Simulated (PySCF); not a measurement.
## Radial density of Mo²⁺ (molybdenum, charge +2)

B2PLYP, [Kr] 4d4, high-spin 5D determinant. All numbers are calculated (PySCF 2.14, the spin-free X2C one-electron Hamiltonian (Gaussian nucleus), in ANO-RCC-VTZP (7s6p4d2f1g, 68 functions)).

| r (bohr) | 4πr²ρ (e/bohr) | 4πr²(ρα − ρβ) |
| --- | --- | --- |
| 0.0300 | 51.62 | -0.0028 |
| 0.0505 | 44.62 | -0.0034 |
| 0.0850 | 59.95 | 0.0254 |
| 0.143 | 57.88 | 0.2172 |
| 0.240 | 41.60 | 0.5165 |
| 0.404 | 46.20 | 0.2083 |
| 0.680 | 13.84 | 0.2985 |
| 1.14 | 11.12 | 2.4304 |
| 1.92 | 3.404 | 1.8580 |
| 3.24 | 0.2879 | 0.2669 |
| 5.44 | 0.005059 | 0.0050 |
| 9.16 | 1.882e-05 | 0.0000 |

Densities and radii are taken from the X2C orbitals without a picture-change correction, which distorts them close to the nucleus.

Q: Where is the radial spin density 4πr²(ρα − ρβ) most negative, and why is it negative at all?

A: Around r = 0.0505 bohr, down to -0.0034 e/bohr: exchange with the open shell polarises the paired shells in an unrestricted calculation.
